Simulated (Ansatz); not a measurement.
Method: frozen-core CCSD(T)/cc-pVTZ // B3LYP-D3(BJ)/def2-TZVP (Ansatz, a first-principles code).

Ansatz 0.2 input:
```yaml
crystal:
  periodic: [false, false, false]
  atoms:
    - { symbol: B, position_ang: [-1.838496, -0.190285, 0.029552] }
    - { symbol: N, position_ang: [-0.549365, -0.551097, 0.388166] }
    - { symbol: C, position_ang: [0.682673, -0.135077, -0.250786] }
    - { symbol: N, position_ang: [1.54687, 0.524299, 0.717898] }
    - { symbol: H, position_ang: [-1.996596, 0.52964, -0.910013] }
    - { symbol: H, position_ang: [-2.754847, -0.606472, 0.668873] }
    - { symbol: H, position_ang: [-0.384432, -1.128104, 1.201527] }
    - { symbol: H, position_ang: [0.39938, 0.481625, -1.110489] }
    - { symbol: H, position_ang: [1.226978, -1.005581, -0.629498] }
    - { symbol: H, position_ang: [1.183818, 1.439071, 0.960646] }
    - { symbol: H, position_ang: [2.484019, 0.641987, 0.352772] }
basis:
  gaussian: { orbitals: cc-pVTZ }
correlation:
  method: ccsd_t
```

Output:

```
Functional definition: HF
1241 factors; integrals over basis functions are off by at most 1.1e-3 eV
mean field evaluation 1: about -4775.4243 eV, gradient 3.8e1 eV
mean field evaluation 2: about -4775.4277 eV, gradient 3.8e1 eV
mean field evaluation 4: about -4778.6880 eV, gradient 3.9e0 eV
mean field evaluation 8: about -4778.7351 eV, gradient 2.0e-4 eV
mean field evaluation 16: about -4778.7323 eV, gradient 2.1e-1 eV
mean field -4778.73507226 eV, -175.6152747625 hartree, gradient 2.5e-6 eV, S^2 0.000000; 0 other end points of the search recorded, 0 dependent functions left out
4 core orbitals not correlated
reference -4778.73507226 eV, -175.6152747625 hartree; 12, 12 occupied and 202, 202 virtual orbitals, 1241 factors
second order -19.29102857 eV of doubles, -0.00000000 eV of singles
cycle   1  -19.73930140 eV  change   -4.5e-1 eV  update   8.6e-2
cycle   2  -20.21302039 eV  change   -4.7e-1 eV  update   2.5e-2
cycle   3  -20.29902170 eV  change   -8.6e-2 eV  update   1.3e-2
cycle   4  -20.28822710 eV  change    1.1e-2 eV  update   4.0e-3
cycle   5  -20.28953022 eV  change   -1.3e-3 eV  update   2.1e-3
cycle   6  -20.28953598 eV  change   -5.8e-6 eV  update   5.6e-4
cycle   7  -20.28918488 eV  change    3.5e-4 eV  update   1.8e-4
cycle   8  -20.28914830 eV  change    3.7e-5 eV  update   5.6e-5
cycle   9  -20.28915120 eV  change   -2.9e-6 eV  update   1.7e-5
perturbative correction -0.78237838 eV, -0.0287518753 hartree
Total energy: -4799.80660184 eV, -176.3896391918 hartree
```

Cost: around 2.1 core-minutes (rough).
